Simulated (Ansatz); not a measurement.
LiAlO₂ (the lowest singlet isomer of a short search) was relaxed with r2SCAN-D4 (def2-TZVP) in Ansatz in these states: neutral quintet, neutral singlet, neutral triplet. The geometries follow in no particular order.

A:

```xyz
4

Li    1.885   -0.934    1.280
Al   -0.638    0.316   -0.433
O     0.627   -0.307    0.421
O    -1.874    0.926   -1.268
```

B:

```xyz
4

Li   -1.1055   -1.0962   -0.6245
Al    0.4817    1.0798   -0.3848
O     0.6264   -0.6727   -0.3419
O    -0.0026    0.6891    1.3511
```

C:

```tsv
atom	x (Å)	y (Å)	z (Å)
Li1	-1.092	-1.779	0.733
Al2	0.341	1.114	0.102
O3	-0.455	-0.270	0.583
O4	1.205	0.935	-1.419
```

Q: Judge from the bond lengths which geometry belongs to which state (an estimate).

A: A is the neutral singlet (Al2–O4 1.612 Å, Li1–O3 1.647 Å, Al2–O3 1.648 Å); B is the neutral quintet (Al2–O4 1.844 Å, Li1–O3 1.805 Å, Al2–O3 1.759 Å); C is the neutral triplet (Al2–O4 1.758 Å, Li1–O3 1.645 Å, Al2–O3 1.667 Å).
